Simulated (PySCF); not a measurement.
Molecular orbitals of WC

PBE0 at R = 1.706 Å; PySCF, scalar-relativistic core potentials, basis sets W cc-pVDZ-PP with ECP60, C cc-pVDZ. State: ³Δ (triplet), unpaired electrons σ ↑, δ ↑. Only the outer orbitals are listed, counted within each symmetry, core potentials removing the inner ones.

```tsv
spin	orbital	occ.	ε (eV)	on W (%)	main shells (%)
α	4σ	1	-14.12	37	62 C s, 18 W d, 13 W s
α	2π	1	-7.46	69	68 W d, 30 C p
α	2π	1	-7.46	69	68 W d, 30 C p
α	5σ	1	-7.08	87	48 W d, 39 W s
α	1δ	1	-7.05	100	100 W d
α	6σ	1	-6.06	57	33 W s, 32 C p, 19 W p
α	1δ	0	-3.62	100	100 W d
α	3π	0	-1.90	87	76 W p, 13 C p, 11 W d
α	3π	0	-1.90	87	76 W p, 13 C p, 11 W d
β	4σ	1	-14.48	34	64 C s, 17 W d, 11 W s
β	2π	1	-7.12	55	52 W d, 44 C p
β	2π	1	-7.12	55	52 W d, 44 C p
β	5σ	1	-6.29	43	44 C p, 34 W d, 13 C s
β	6σ	0	-3.35	97	79 W s, 12 W d
β	1δ	0	-2.56	100	100 W d
β	1δ	0	-1.96	100	100 W d
```

Which are the highest filled and the lowest empty level, where do they sit, and how wide is the gap?

Highest filled α 6σ at -6.06 eV (in %: 33 W s, 32 C p, 19 W p); lowest empty α 1δ at -3.62 eV (in %: 100 W d); the gap at PBE0 is 2.44 eV.

```json
{
 "bond order (Mayer)": "3.43",
 "⟨S²⟩": "2.058",
 "charge on W (Mulliken, basis-dependent)": "0.02",
 "charge on W (Löwdin, basis-dependent)": "0.28",
 "dipole moment (positive dipole means W(−)C(+))": "-4.07 D",
 "polarisability along the bond": "78.3 bohr³",
 "polarisability across the bond": "58.6 bohr³"
}
```

Spin–orbit coupling is left out. The state is the lowest single determinant that the PBE0 search found; with open d or f shells the true ground state can be another one.
